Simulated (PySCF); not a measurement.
## Cu: electron affinity

Cu- [Ar] 3d10 4s2 (1S) → Cu [Ar] 3d10 4s1 (2S), as a difference of total energies. Calculation: PySCF 2.14, in aug-cc-pVTZ-PP with ECP10MDF; a scalar-relativistic core potential. Correlated levels: valence: 3s2 3p6 frozen. The calculations carry no spin-orbit coupling.

| method | electron affinity (eV) | error (eV) |
| --- | --- | --- |
| UHF | 0.007 | -1.229 |
| LDA | 1.584 | +0.348 |
| PBE | 1.357 | +0.121 |
| PBE0 | 1.066 | -0.170 |
| r2SCAN | 1.250 | +0.014 |
| HSE06 | 1.099 | -0.137 |
| r2SCANh | 1.158 | -0.078 |
| PBEsol | 1.332 | +0.096 |
| PW91 | 1.387 | +0.151 |
| MP2 (valence) | 0.869 | -0.367 |
| SCS-MP2 (valence) | 0.910 | -0.326 |

Reference: 1.236 eV (measured; photodetachment measurements, as compiled on the Wikipedia data page of electron affinities).

Errors of the correlated levels include the incompleteness of this basis and the frozen core.

In the anion the highest occupied orbital energy is positive at LDA, PBE, PBE0, r2SCAN, HSE06, r2SCANh, PBEsol, PW91, a self-interaction effect; the basis confines that electron, and the energy difference can still be sensible.
